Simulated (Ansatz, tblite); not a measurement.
Cost and result up the ladder for cis-NiCl2(PH3)2 (NiP2H6Cl2) (11 atoms). The state is a singlet with charge 0. Geometry: B3LYP-D4/def2-SVP.

```csv
atom,x (Å),y (Å),z (Å)
Ni1,0.869,0.010,0.412
Cl2,2.650,-1.229,0.073
Cl3,1.709,1.281,1.994
P4,-0.859,1.272,0.797
H5,-2.089,1.119,0.084
H6,-0.672,2.660,0.613
H7,-1.369,1.247,2.114
P8,0.098,-1.281,-1.158
H9,0.100,-2.667,-0.884
H10,0.795,-1.254,-2.386
H11,-1.235,-1.159,-1.660
```

Ansatz on 4 threads of Arm Neoverse V1 on a shared host; xTB runs through tblite on one thread. Times are rough, summed over both states, and most runs start from the orbitals of an earlier one. PBE0-D4/def2-TZVP serves as the yardstick here, not as an exact answer. The other state is a triplet at its own geometry.

The xTB rows come from tblite. The name describes the singlet; other states may take another shape.

Run but left out: HF/STO-3G, BHLYP-D4/def2-TZVP (singlet: restricted singlet, unstable in another Hartree–Fock run and untested here); HF/def2-SVP, HF/def2-TZVP, PBE-QIDH/def2-TZVP, MP2/def2-SVP, MP2/def2-TZVP, CCSD/def2-SVP, CCSD(T)/def2-SVP (singlet: restricted singlet, unstable towards broken spin symmetry).

xTB has no spin-polarisation term.

```csv
level,functions,wall time,triplet − singlet (eV),difference from PBE0-D4/def2-TZVP (eV)
GFN2-xTB,51,0.016 s,1.04,1.22
GFN1-xTB,57,0.017 s,1.22,1.40
PBE-D4/def2-TZVP (with forces),229,11 s,0.54,0.71
r2SCAN-D4/def2-TZVP (with forces),229,27 s,0.09,0.26
r2SCANh-D4/def2-TZVP,229,41 s,-0.19,-0.01
PBE0-D4/def2-TZVP,229,42 s,-0.18,0.00
B97M-V/def2-TZVP,229,52 s,-0.12,0.06
```
